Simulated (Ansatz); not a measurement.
Frontier orbitals of `[CH3][SnH2][O][AlH2]`.

Charge 0, multiplicity 1. Correlated methods freeze the filled d shell of Sn. Sn takes the def2 core potential. The geometry is a stationary point of PBE0-D4/def2-TZVP. It is one conformer, not always the lowest. Basis def2-TZVPP, Ansatz 0.2.0.

| functional | HOMO (eV) | LUMO (eV) | gap (eV) |
| --- | --- | --- | --- |
| LDA (SPW92) | -6.47 | -1.75 | 4.72 |
| PBE | -6.39 | -1.53 | 4.86 |
| BLYP | -6.30 | -1.43 | 4.87 |
| B97M-V | -6.84 | -1.47 | 5.37 |
| PBE0 | -7.72 | -0.76 | 6.96 |
| HSE06 (plane-wave form) | -7.32 | -1.12 | 6.20 |
| BHLYP | -8.97 | -0.02 | 8.95 |
| CAM-B3LYP | -9.10 | 0.14 | 9.24 |
| ωB97X-V | -10.11 | 1.11 | 11.22 |
| ωB97M-V | -9.95 | 0.80 | 10.75 |

A quarter of exact exchange (PBE0) shifts PBE's HOMO by −1.33 eV and its LUMO by +0.77 eV; full exchange at long range (ωB97M-V) shifts them by −3.56 and +2.33 eV. The gap opens from 4.86 to 10.75 eV, since occupied levels lose self-interaction and empty ones feel all the electrons. A positive LUMO is unbound and depends on the basis.
